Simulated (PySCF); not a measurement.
Rh⁻ (rhodium, charge -1) across methods

[Kr] 4d8 5s2, high-spin 3F determinant. Computed with PySCF 2.14 in aug-cc-pVTZ-PP with ECP28MDF (6s6p5d3f2g, 88 functions), with a scalar-relativistic core potential. The B2PLYP total includes its PT2 part (frozen core); its orbital energies are those of the SCF part.

```tsv
method	E (hartree)	mean ε 5s α (eV)	mean ε 4d β (eV)	mean ε 5s β (eV)	Σ⟨r²⟩ (bohr²)	⟨S²⟩
LDA	-109.9615	0.498	0.546	0.854	77.48	2.012
PBE	-110.1855	0.636	0.500	1.011	79.66	2.015
wB97M-V	-110.0775	-1.296	-3.293	-0.943	78.42	2.007
PBE0	-110.1558	0.109	-1.005	0.552	80.46	2.019
r2SCAN0	-110.1627	-0.034	-1.134	0.433	79.71	2.030
UHF	-109.38766	-1.445	-5.697	-0.075	98.66	2.159
r2SCAN	-110.2036	0.506	0.365	0.878	78.40	2.026
B2PLYP	-109.9937	-0.293	-2.567	0.196	84.56	2.022
```

**Question.** Estimate the same row for M06-L.

**Answer.** E (hartree) = -110.2268; mean ε 5s α (eV) = 0.711; mean ε 4d β (eV) = 0.579; mean ε 5s β (eV) = 1.245; Σ⟨r²⟩ (bohr²) = 75.36; ⟨S²⟩ = 2.019.

Energies and moments cover only the electrons outside the core potential.

The highest occupied level is positive at LDA, M06-L, PBE, PBE0, r2SCAN0, r2SCAN, B2PLYP: only the finite basis holds that electron, which in a density functional comes from self-interaction.
